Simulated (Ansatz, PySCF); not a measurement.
Donor–acceptor adduct: AlH3 (SMILES [AlH3]) (first 4 atoms) with AsH3 (SMILES [AsH3]); geometry from B3LYP-D3(BJ)/def2-TZVP, rigid monomers moved along the line of their centres of mass till Al1···As5 is 2.40 Å.
(charge 0, multiplicity 1):
```
atom    x (Å)    y (Å)    z (Å)
----  -------  -------  -------
Al     0.2822   0.6255   0.5610
H     -0.5405  -0.2926  -0.4415
H     -0.2475   2.0913   0.8698
H      1.8116   0.2894   0.8303
As    -0.5584  -0.3781   2.5749
H     -0.0933   0.1218   3.9227
H     -0.3393  -1.8496   2.8390
H     -2.0397  -0.3566   2.8719
```

Quantity: the interaction energy.

Monomers are frozen at their geometry in the pair; levels with a basis set take the counterpoise correction.

Cores are frozen in the correlated methods. Filled d and f shells under p-block atoms count as core. CBS: X⁻³ extrapolation of the correlation energy, Hartree–Fock from the larger set.

Programs: Ansatz (an electronic-structure program) with Gaussian orbitals; PySCF for the dispersion terms. Each number belongs to the level named beside it.

Costs are ratios of core time to PBE/def2-TZVPPD (roughly 8 s), for whole runs (searches for the state included, and forces where a run took them) on one shared machine, so rough; each difference counts from -46.7 kJ/mol (CCSD(T)/CBS(def2-SVPD, def2-TZVPPD), a level with limits of its own).

| level | basis functions | cost | difference (kJ/mol) |
|---|---|---|---|
| PBE/def2-TZVPPD | 204 | ×1 | -7.1 |
| PBE-D3(BJ)/def2-TZVPPD | 204 | ×1 | -14.0 |
| B3LYP/def2-TZVPPD | 204 | ×1 | 12.0 |
| B3LYP-D3(BJ)/def2-TZVPPD | 204 | ×1 | -1.5 |
| PBE0/def2-TZVPPD | 204 | ×1 | -9.4 |
| PBE0-D3(BJ)/def2-TZVPPD | 204 | ×1 | -16.1 |
| r2SCAN/def2-TZVPPD | 204 | ×2 | -12.7 |
| r2SCAN-D3(BJ)/def2-TZVPPD | 204 | ×2 | -14.8 |
| CCSD(T)/def2-SVPD | 110 | ×3 | 15.5 |
| wB97X-V/def2-TZVPPD | 204 | ×3 | -6.0 |
| wB97M-V/def2-TZVPPD | 204 | ×4 | -2.0 |
| CCSD(T)/def2-TZVPPD | 204 | ×20 | 4.1 |

The cheapest listed level whose difference stays within 1.0 kJ/mol: none of those listed.

What the step from CCSD(T)/def2-SVPD to CCSD(T)/def2-TZVPPD costs and buys: 110 to 204 functions, cost ×6 (rough); the difference goes from 15.5 to 4.1 kJ/mol.
